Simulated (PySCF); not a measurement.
CsBr, SMILES [Br][Cs]. Geometry optimised at PBE0-D3(BJ)/def2-TZVPD. The def2 effective core potentials stand for the cores of Cs; spin–orbit coupling is left out.

These are PBE0-D3(BJ)/def2-TZVPD in PySCF 2.14.0 values and carry that method's errors.

Harmonic wavenumbers (cm⁻¹): 146. Rotational constants (GHz): 1.050 (linear); symmetry number 1.

Q: Work out the zero-point energy and the ideal-gas rigid-rotor harmonic-oscillator thermochemistry at 298.15 K and 1 atm.

A: ZPE = ½ Σ hcν = ½ × 146 cm⁻¹ = 0.87 kJ/mol. H − E(el) = 11.26 kJ/mol. Entropy in J/(mol K): translation 175.60, rotation 80.53, vibration 11.42, total 267.55. G − E(el) = -68.51 kJ/mol. Cp = 37.08 J/(mol K). Modes under 150 cm⁻¹ make the vibrational entropy uncertain.
